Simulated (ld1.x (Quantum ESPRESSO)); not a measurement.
Transferability test, TM potential for Ir

* Element: iridium (Ir)
* Generator: ld1.x (Quantum ESPRESSO) 7.5
* Type: norm-conserving Troullier–Martins (Kleinman–Bylander form)
* Functional: PBEsol
* Relativity: fully relativistic
* Frozen core: [Xe] 4f14
* Valence charge: 9
* Reference configuration: 5d7 6s1 6p0 (charge +1)
* Partial waves: 6p (bound, empty): rc 2.30 bohr; 5d (bound): rc 1.30 bohr; 6s (bound): rc 1.90 bohr
* Local potential: the s channel
* Core correction: Bessel-smoothed model core, default radius (core density twice the valence density)

Open shells are filled in proportion to 2j + 1 (rel_dist='average').

Energies are relative to the spin-unpolarised reference configuration 5d7 6s1 6p0; without spin polarisation the order of configurations can differ from experiment.

**Question.** Give the all-electron excitation energy and the error of the potential for: 5d7 6s2 6p0; 5d7 6s0 6p0; 5d6 6s0 6p0; 5d6 6s2 6p1; 5d5 6s0 6p0; 5d6 6s2 6p0; 5d7 6s0 6p1.

**Answer.**

```csv
valence configuration,charge,ΔE all-electron (eV),error AE − PS (meV)
5d7 6s2 6p0,0,-9.937,-3.9
5d7 6s0 6p0,+2,17.501,-10
5d6 6s0 6p0,+3,48.070,-135
5d6 6s2 6p1,0,-2.793,-99
5d5 6s0 6p0,+4,91.657,-597
5d6 6s2 6p0,+1,2.301,-66
5d7 6s0 6p1,+1,6.471,-2.4
```

Levels in the configuration 5d7 6s0 6p0:

```tsv
level	all-electron (eV)	pseudo (eV)
5d j=3/2	-25.235	-25.240
5d j=5/2	-23.912	-23.921
```
